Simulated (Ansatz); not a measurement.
Mulliken charges of F$_{2}$GaH$_{3}$Si, SMILES `[F][Ga]([F])[SiH3]` from B3LYP/def2-TZVPP in Ansatz (PBE0-D4/def2-TZVP geometry).

```
atom   x (Å)   y (Å)   z (Å)  charge (e)
  F1   0.338  -1.717   2.042      -0.378
 Ga2   0.750  -0.872   0.566       0.743
  F3   2.305  -1.410  -0.029      -0.377
 Si4  -0.636   0.762  -0.487       0.083
  H5   0.191   1.594  -1.393      -0.022
  H6  -1.268   1.600   0.561      -0.023
  H7  -1.680   0.043  -1.260      -0.026
```

Problem. By hand: the dipole of these point charges (1 e Å = 4.8032 D).

Solution. Σ q r = (-0.424, 0.523, -0.330) e Å, of length 0.750 e Å = 3.60 D.

Problem. How does the dipole of the full density compare? (Estimate.)

Solution. The calculation gave: (-0.432, 0.526, -0.334) e Å, 3.64 D; the point charges give 0.99 times that, at 0° from its direction.

Point charges leave out the atoms' own dipoles, such as those of lone pairs, and Mulliken's split depends on the basis, so the close match here is no proof of good charges.

B3LYP here is the variant with VWN-RPA as its local correlation; programs differ in this.
